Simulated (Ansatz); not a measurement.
Energy difference R1 + R2 → P1 + P2, each structure at its B3LYP-D3(BJ)/def2-TZVP stationary point, reached from a drawn start (curvature not checked).
R1: Cl4Ti (SMILES [Cl][Ti]([Cl])([Cl])[Cl]), charge 0, multiplicity 1.
P1: Cl3FTi (SMILES [F][Ti]([Cl])([Cl])[Cl]), charge 0, multiplicity 1.
P2: HCl (SMILES Cl), charge 0, multiplicity 1.
R2: HF (SMILES F), charge 0, multiplicity 1.

P less R. No zero-point or thermal terms; no spin–orbit coupling.

Frozen-core correlation throughout.

The values were computed with Ansatz (Gaussian orbitals). Each number belongs to the level named beside it.

Q: One of these levels gives -4.75 kcal/mol for the reaction energy. Name it.
(A) SCS-MP2/def2-TZVPP
(B) SVWN5/def2-TZVPP
(C) CCSD(T)/def2-QZVPP
(D) PBE/def2-TZVPP

A: B, SVWN5/def2-TZVPP. The others give -5.81 (PBE/def2-TZVPP), -3.53 (SCS-MP2/def2-TZVPP), -2.82 (CCSD(T)/def2-QZVPP)

Ansatz is a quantum-chemistry and plane-wave program.
